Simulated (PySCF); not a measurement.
Isomers of C3H13PSi3. Computed with PBE0-D3(BJ)/def2-SVP geometry optimisation, gas phase (PySCF 2.14.0). Energies are electronic, without zero-point or thermal terms, for one conformer each. No frequencies were run at this level. Point groups hold within 0.08 Å.

Question: Rank from lowest to highest electronic energy at this level (kcal/mol).
A. `[PH2:1][SiH:2]1[CH2:3][SiH2:4][CH2:5][SiH2:6][CH2:7]1` with H–P1–Si2–C3 76° and 170°, P1–Si2–C3–Si4 62°, Si2–C3–Si4–C5 54°, C3–Si4–C5–Si6 -53°, Si4–C5–Si6–C7 54°
B. `[CH2:1]=[C:2]([CH3:3])[SiH2:4][P:5]([SiH3:6])[SiH3:7]` with C1–C2–Si4–P5 -8°, C2–Si4–P5–Si6 -178°
C. `[CH2:1]=[CH:2][CH2:3][SiH2:4][P:5]([SiH3:6])[SiH3:7]` with C1–C2–C3–Si4 -105°, C2–C3–Si4–P5 -174°, C3–Si4–P5–Si6 -74°

Answer: A (0.0), B (38.6), C (39.4).

As drawn, the highest has a C=C bond outside aromatic rings, which the lowest lacks. Neighbours under 2.5 kcal/mol apart (C=C(C)[SiH2]P([SiH3])[SiH3] and C=CC[SiH2]P([SiH3])[SiH3]) can change places with a better method, another conformer or zero-point energy.

```tsv
SMILES	E (Eh)	E rel (kcal/mol)	dipole (D)	point group	A, B, C (MHz)
P[SiH]1C[SiH2]C[SiH2]C1	-1330.93913	0.0	1.78	near Cs	1442, 988.7, 793.8
C=C(C)[SiH2]P([SiH3])[SiH3]	-1330.87764	38.6	1.20	C1	1819, 688.0, 578.8
C=CC[SiH2]P([SiH3])[SiH3]	-1330.87633	39.4	0.66	C1	1966, 571.3, 493.3
```

Q: How do the relative energies change in single points at PBE0/pcSseg-1 (no added dispersion term) on the same geometries?

A: 
| SMILES | PBE0-D3(BJ)/def2-SVP (kcal/mol) | PBE0/pcSseg-1 (kcal/mol) | shift |
| --- | --- | --- | --- |
| P[SiH]1C[SiH2]C[SiH2]C1 | 0.0 | 0.0 | 0.0 |
| C=C(C)[SiH2]P([SiH3])[SiH3] | 38.6 | 37.5 | -1.1 |
| C=CC[SiH2]P([SiH3])[SiH3] | 39.4 | 37.9 | -1.5 |

Each column counts from its own lowest isomer. The order is unchanged; the largest shift is 1.5 kcal/mol.
